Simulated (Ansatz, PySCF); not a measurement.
Energy difference 2 R1 + R2 → P1, each structure at its B3LYP-D3(BJ)/def2-TZVP stationary point, reached from a drawn start (curvature not checked).
P1: H6S (SMILES [H][S]([H])([H])([H])([H])[H]), charge 0, multiplicity 1.
R1: H2 (SMILES [H][H]), charge 0, multiplicity 1.
R2, H2S (SMILES S) (charge 0, multiplicity 1):
```xyz
3

S      0.00000     0.00000     0.61867
H      0.00000     0.97021    -0.30934
H      0.00000    -0.97021    -0.30934
```

P less R. No zero-point or thermal terms.

Cores are frozen in the correlated methods.

Codes used: Ansatz (an electronic-structure program); PySCF for the D3/D4 terms. Each number belongs to the level named beside it.

**Question.** Predict the reaction energy from r2SCAN-D3(BJ)/def2-TZVPP.

**Answer.** 100.1 kcal/mol

**Question.** Estimate the reaction energy that MP2/cc-pV(T+d)Z returns for this input.

**Answer.** 110.5 kcal/mol

**Question.** Estimate the reaction energy that HF/cc-pV(T+d)Z returns for this input.

**Answer.** 125.8 kcal/mol
